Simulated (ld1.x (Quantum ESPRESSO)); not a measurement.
Building the TM potential for tungsten (LDA (PZ), fully relativistic).

ld1.x (Quantum ESPRESSO) 7.5 input, shortened:

```
&input
   title='W', zed=74., rel=2, dft='PZ', iswitch=3,
   config='[Xe] 4f14 5d4 6s1 6p1', rel_dist='average'
 /
 &inputp
   pseudotype=2, tm=.true., lloc=0,
   nlcc=.false.
 /
3
6P  2  1   1.00   0.00  2.75  2.75  0.0
5D  3  2   4.00   0.00  2.00  2.00  0.0
6S  1  0   1.00   0.00  2.60  2.60  0.0
 &test
   configts(1)='5d4 6s1 6p1'
 /
```

Open shells are filled in proportion to 2j + 1 (rel_dist='average').

All-electron outer shells of the reference configuration (LDA (PZ), scalar-relativistic, ld1.x):

```tsv
shell	level (eV)	outermost node (bohr)	outermost maximum (bohr)
5p	-44.99	0.57	1.09
4f	-35.07	–	0.43
6s	-6.98	1.28	2.61
5d	-6.10	0.63	1.49
6p	-2.26	1.53	3.61
```

Calculated quality:

- Cutoffs needed: 30 Ry and 35 Ry (the cutoffs (Ry, on a coarse ladder) from which the occupation-weighted sum of valence levels, in a spherical-Bessel basis at the reference potential, stays within 10 and 1 mRy of its value at 400 Ry)
- Ghost test: no extra level below or beside the all-electron valence levels (p1/2, p3/2, d3/2, d5/2, s, f tested) (spherical-Bessel basis up to 400 Ry, 20 bohr box)
- Largest excitation error: +129 meV (all-electron minus pseudo) for 5d2 6s0 6p0, out of 7 test configurations

Generation and tests took about 1.7 s on one core of a shared server CPU.
